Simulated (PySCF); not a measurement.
H₈NSi₂, SMILES [SiH3][NH2+][SiH3], charge +1.

Geometry: PBE0-D3(BJ)/def2-SVP. The isomer is the one that the SMILES or the coordinates give; other isomers of the formula were not compared.

These are TDDFT-M06-2X/def2-SVPD (PySCF 2.14.0) values and carry that method's errors.

Vertical excitations. The molecule is in vacuum. State labels are in the subgroup C2.

List the lowest excited states. (An estimate is asked for; the answer gives what the named calculation found.)


```
state  symmetry  energy (eV)  λ (nm)      f                                                                    main pairs
-----  --------  -----------  ------  -----  ----------------------------------------------------------------------------
S1            B         8.06     154  0.000                                                                HOMO→LUMO 87 %
S2            A         8.16     152  0.000                                                              HOMO−1→LUMO 85 %
S3            A         8.33     149  0.005                                            HOMO−2→LUMO 82 %, HOMO→LUMO+3 14 %
S4            B         8.43     147  0.015                                                              HOMO−3→LUMO 82 %
S5            A         9.40     132  0.000                      HOMO−1→LUMO+1 66 %, HOMO→LUMO+4 14 %, HOMO−2→LUMO+5 11 %
S6            B         9.57     130  0.006                      HOMO−3→LUMO+1 56 %, HOMO→LUMO+5 21 %, HOMO−2→LUMO+4 13 %
S7            B         9.80     126  0.047                        HOMO−4→LUMO 59 %, HOMO−2→LUMO+3 13 %, HOMO→LUMO+2 10 %
S8            B         9.94     125  0.185                                                              HOMO→LUMO+1 85 %
S9            A        10.13     122  0.040     HOMO→LUMO+3 45 %, HOMO−2→LUMO+2 23 %, HOMO−2→LUMO 12 %, HOMO−2→LUMO+1 9 %
S10           A        10.14     122  0.000  HOMO−1→LUMO+2 26 %, HOMO−3→LUMO+3 21 %, HOMO→LUMO+4 16 %, HOMO−1→LUMO+1 14 %
T1            B         7.67     162      0                                            HOMO→LUMO 79 %, HOMO−2→LUMO+3 12 %
T2            A         7.75     160      0                                          HOMO−1→LUMO 78 %, HOMO−3→LUMO+3 14 %
T3            A         7.83     158      0                                            HOMO−2→LUMO 73 %, HOMO→LUMO+3 17 %
T4            B         7.91     157      0                                          HOMO−3→LUMO 73 %, HOMO−1→LUMO+3 18 %
```
Triplets are in the Tamm–Dancoff approximation, which puts them higher than full response would, so one can lie above its singlet here.
